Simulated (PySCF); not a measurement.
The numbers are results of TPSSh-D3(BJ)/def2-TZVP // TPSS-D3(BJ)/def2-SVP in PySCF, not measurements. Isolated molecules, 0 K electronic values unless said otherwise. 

Reference species: [Ti(F)3] (neutral, multiplicity 2).

```json
{
  "spin population on the central atom (Mulliken)": "1.03",
  "highest_occupied_spin_orbital": "-6.17 eV"
}
```

Changed species: [Pt(F)3] (M = Pt, multiplicity 2; the reference has M = Ti, multiplicity 2).

### Question
Give the shifts of the spin population on the central atom (Mulliken) and highest occupied spin orbital.

### Answer
the spin population on the central atom (Mulliken) falls by 0.35, to 0.68; the highest occupied spin orbital decreases by 2.07 eV, to -8.24 eV.
